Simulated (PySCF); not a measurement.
CH₂Cl, SMILES Cl[CH2], multiplicity 2.

The structure is a stationary point at r2SCAN-D4/def2-TZVP. The isomer is the one that the SMILES or the coordinates give; other isomers of the formula were not compared.

Method: PySCF with M06-2X/def2-TZVPD.

Gas-phase values at a fixed geometry.

Computed frontier levels, dipole moment and polarisability:
```
Quantity                                                                                                         Value
---------------------------------------------------------------------------------------------  -----------------------
α spin, highest occupied and lowest empty level                                                      -7.41 and 0.66 eV
β spin, highest occupied and lowest empty level                                                    -10.29 and -1.01 eV
dipole moment                                                                                                   1.14 D
quadrupole, principal values (traceless, Buckingham form, about the centre of nuclear charge)    -2.69, 0.47, 2.22 D·Å
mean static polarisability                                                                        28.6 bohr³ (4.23 Å³)
polarisability, principal values                                                                24.3, 25.1, 36.2 bohr³
⟨S²⟩                                                                                           0.756 (pure state 0.75)
```
